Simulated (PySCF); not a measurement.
A run for PySCF: D3(BJ) and D4 dispersion corrections on C2H6S (SMILES CCS), a point of a torsion scan.

```python
from pyscf import gto
from pyscf.dispersion import dftd3, dftd4

mol = gto.M(
    atom='''
    C    -0.79417403    0.49864909    0.12787428
    C     0.10809237   -0.69991631   -0.07781354
    S     1.80793980   -0.41800888    0.55818701
    H    -1.77364855    0.29621915   -0.30177742
    H    -0.38008378    1.38011174   -0.35783968
    H    -0.92094140    0.70921792    1.18846327
    H    -0.28508564   -1.57925493    0.43430805
    H     0.22816860   -0.93049326   -1.13580509
    H     1.49534608    0.58285084    1.37593623
    ''',
    basis='def2-svp',
    charge=0, spin=0, verbose=0, max_memory=1800)
d3, d4 = {}, {}
for xc in ['hf', 'pbe', 'blyp', 'revpbe', 'tpss', 'r2scan', 'b3lyp', 'pbe0', 'bhlyp', 'camb3lyp', 'b2plyp']:
    d3[xc] = float(dftd3.DFTD3Dispersion(mol, xc=xc, version='d3bj', atm=False).get_dispersion()['energy'])
    print(f'D3(BJ) {xc:10s} {d3[xc]:14.8f} Eh')
for xc in ['hf', 'pbe', 'blyp', 'revpbe', 'tpss', 'r2scan', 'b3lyp', 'pbe0', 'bhlyp', 'camb3lyp', 'b2plyp']:
    d4[xc] = float(dftd4.DFTD4Dispersion(mol, xc={'camb3lyp': 'cam-b3lyp'}.get(xc, xc), atm=True).get_dispersion()['energy'])
    print(f'D4     {xc:10s} {d4[xc]:14.8f} Eh')
```

Output:

```
D3(BJ) hf            -0.04906905 Eh
D3(BJ) pbe           -0.00596008 Eh
D3(BJ) blyp          -0.01263647 Eh
D3(BJ) revpbe        -0.01569030 Eh
D3(BJ) tpss          -0.00741285 Eh
D3(BJ) r2scan        -0.00156542 Eh
D3(BJ) b3lyp         -0.01025811 Eh
D3(BJ) pbe0          -0.00502062 Eh
D3(BJ) bhlyp         -0.00786221 Eh
D3(BJ) camb3lyp      -0.00436462 Eh
D3(BJ) b2plyp        -0.00462629 Eh
D4     hf            -0.02040052 Eh
D4     pbe           -0.00519462 Eh
D4     blyp          -0.01186854 Eh
D4     revpbe        -0.01828994 Eh
D4     tpss          -0.00706085 Eh
D4     r2scan        -0.00123361 Eh
D4     b3lyp         -0.00838314 Eh
D4     pbe0          -0.00430441 Eh
D4     bhlyp         -0.00586875 Eh
D4     camb3lyp      -0.00428425 Eh
D4     b2plyp        -0.00360532 Eh
```

The run finished.

Cost: roughly 0.020 core-seconds.
